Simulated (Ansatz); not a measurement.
One change: `NCOCF` becomes `NCO[SiH2]Cl`.

Ansatz, PBE0-D4/def2-TZVP geometries, multiplicity 1. Each molecule was computed in one conformer, which needn't be the lowest.

```csv
property,`NCOCF`
HOMO energy (PBE/def2-TZVPP) / eV,-6.23
HOMO energy (PBE0/def2-TZVPP) / eV,-7.75
HOMO–LUMO gap (PBE/def2-TZVPP) / eV,6.59
size of the dipole moment (ωB97M-V/def2-TZVPP) / D,1.60
size of the dipole moment (PBE/def2-TZVPP) / D,1.55
size of the dipole moment (B3LYP/def2-TZVPP) / D,1.61
```

Task: What does the change do to each property? (Best estimate.)

Result: The calculation gave: 
```tsv
property	`NCO[SiH2]Cl`	shift
HOMO energy (PBE/def2-TZVPP) / eV	-6.32	-0.09
HOMO energy (PBE0/def2-TZVPP) / eV	-7.82	-0.07
HOMO–LUMO gap (PBE/def2-TZVPP) / eV	6.02	-0.57
size of the dipole moment (ωB97M-V/def2-TZVPP) / D	1.48	-0.12
size of the dipole moment (PBE/def2-TZVPP) / D	1.53	-0.02
size of the dipole moment (B3LYP/def2-TZVPP) / D	1.49	-0.12
```

With PBE0 the HOMO falls by 0.07 eV and the LUMO falls by 0.64 eV, so the gap narrows by about 0.57 eV. PBE moves the HOMO by -0.09 eV and ωB97M-V by -0.06 eV. Dipoles are sizes alone; their direction can turn.

B3LYP here is the variant with VWN-RPA as its local correlation; programs differ in this.
